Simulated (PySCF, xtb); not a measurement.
SiH2Cl2, SMILES Cl[SiH2]Cl.

Harmonic wavenumbers (cm⁻¹) from GFN2-xTB in xtb at its own minimum, in rising order: 154, 482, 486, 526, 576, 692, 775, 2297, 2330.

Question: What does B3LYP-D3(BJ)/def2-TZVP (PySCF) give at its own minimum? (An estimate is asked for; the answer gives what the named calculation found.)

Answer: 185, 515, 574, 597, 712, 880, 962, 2276, 2291. Paired by order, the mean absolute difference is 88 cm⁻¹ and the zero-point energies are 11.9 and 12.9 kcal/mol.
